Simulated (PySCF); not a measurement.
Working with the constants of CoF⁻

UHF-MP2 constants of CoF⁻, quartet, unpaired electrons σ ↑, π ↑, δ ↑ (Co def2-TZVPPD, F def2-TZVPPD; no relativity (PySCF 2.14); masses 58.9332 and 18.9984 u):

```
ωe              : 469.6 cm⁻¹
ωexe            : 4.1 cm⁻¹
Be              : 0.33214 cm⁻¹
αe              : 0.00377 cm⁻¹
D (centrifugal) : 6.65e-07 cm⁻¹
```

Give the vibrational terms G(v) and spacings up to v = 6.

G(v) = ωe(v+½) − ωexe(v+½)².

| v | G(v) (cm⁻¹) | G(v) − G(v−1) | Bv (cm⁻¹) |
| --- | --- | --- | --- |
| 0 | 234 |  | 0.3303 |
| 1 | 695 | 461 | 0.3265 |
| 2 | 1148 | 453 | 0.3227 |
| 3 | 1593 | 445 | 0.3189 |
| 4 | 2030 | 437 | 0.3152 |
| 5 | 2459 | 429 | 0.3114 |
| 6 | 2879 | 420 | 0.3076 |

Correlated steps freeze 6 core orbitals. With d or f electrons several states lie close, and the lowest PBE0 determinant need not be the measured ground state.
